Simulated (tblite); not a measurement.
Compound: C5H7OS2 (charge +1).
Atom-mapped SMILES: `[CH3:1][O:2][CH2:3][c+:4]1[s:5][cH:6][cH:7][s:8]1` (hydrogens: H9, H10, H11 on C1; H12, H13 on C3; H14 on C6; H15 on C7)

Geometry (GFN2-xTB, Å), atoms numbered from 1 in this order:
```xyz
15
C5H7OS2 angstrom
C     -2.8379    0.6073    0.0689
O     -1.4213    0.5843   -0.0074
C     -0.8490   -0.6873    0.0921
C      0.6142   -0.4527    0.0106
S      1.8291   -1.6267    0.0524
C      3.1166   -0.4920   -0.0959
C      2.7665    0.8025   -0.1868
S      1.0819    1.1639   -0.1436
H     -3.2828    0.0230   -0.7410
H     -3.1239    1.6507   -0.0332
H     -3.1836    0.2233    1.0323
H     -1.1156   -1.1823    1.0425
H     -1.1881   -1.3529   -0.7208
H      4.1247   -0.8686   -0.1089
H      3.4648    1.6154   -0.2833
```

Level: GFN2-xTB in tblite, geometry and Hessian alike; calculated harmonic values, unscaled, isolated species. Errors from tens to a few hundred cm⁻¹ against measured bands are possible. One conformer, not necessarily the lowest.

Harmonic wavenumbers (cm⁻¹): 56.6, 69.9, 105.0, 183.3, 217.1, 320.9, 340.7, 384.4, 425.0, 489.7, 608.6, 683.7, 760.6, 761.5, 833.7, 838.2, 930.0, 962.5, 1019.8, 1063.1, 1113.6, 1114.5, 1144.9, 1153.4, 1184.5, 1198.8, 1299.4, 1398.7, 1423.0, 1453.1, 1465.0, 1496.2, 2807.5, 2851.4, 2957.7, 2966.4, 3053.4, 3118.2, 3130.7.

A = 3271, B = 992.8, C = 769.1 MHz; mass 146.994 u (most abundant isotopes); point group Cs, symmetry number 1.

Task: What is the zero-point energy?

Result: ½Σν̃ = 23692 cm⁻¹ = 67.74 kcal/mol.

Task: Give the ideal-gas entropy at 298.15 K and 1 bar in the rigid-rotor, harmonic-oscillator model (classical rotation).

Result: Translation 40.89, rotation 29.24, vibration 23.86: S = 94.0 cal/(mol K).

Task: And Cp and H(298.15 K) − H(0)?

Result: Cp = 33.02 cal/(mol K), of which vibrations give 25.07 (their classical limit is 39 R = 77.5); H(298.15 K) − H(0) = 6.12 kcal/mol without the zero-point energy, 3.75 from vibrations.

Task: Which modes carry the vibrational entropy at 298.15 K?

Result: 56.6 cm⁻¹: 4.57; 69.9 cm⁻¹: 4.16; 105.0 cm⁻¹: 3.36; 183.3 cm⁻¹: 2.29; 217.1 cm⁻¹: 1.98; 320.9 cm⁻¹: 1.31 cal/(mol K); the other 33 give 6.19 together.

Task: Blend soft modes into free rotors: weight 1/[1 + (100 cm⁻¹/ν̃)⁴] for the oscillator and the rest for a rotor with moment μB/(μ + B), μ = h/(8π²ν), B = 10⁻⁴⁴ kg m². What vibrational entropy results?

Result: 21.82 cal/(mol K) in place of 23.86, which changes −T·S at 298.15 K by +0.61 kcal/mol.

Task: How do the functions run with temperature in this model?

Result: 
| T (K) | S (cal/(mol K)) | Cp (cal/(mol K)) | H − H(0) (kcal/mol) | G − H(0) (kcal/mol) | ln q(vib) |
| --- | --- | --- | --- | --- | --- |
| 150 | 76.1 | 20.7 | 2.15 | -9.26 | 2.51 |
| 250 | 88.6 | 28.9 | 4.63 | -17.51 | 4.65 |
| 400 | 104.9 | 41.2 | 9.91 | -32.04 | 7.83 |
| 600 | 124.0 | 53.3 | 19.44 | -54.97 | 12.01 |
| 900 | 147.9 | 64.2 | 37.21 | -95.89 | 17.90 |

q(vib) and H(0) count from the zero-point level.

Hindered rotation and anharmonicity are outside this model. Other conformers, if any are populated, would add a mixing term that is left out.
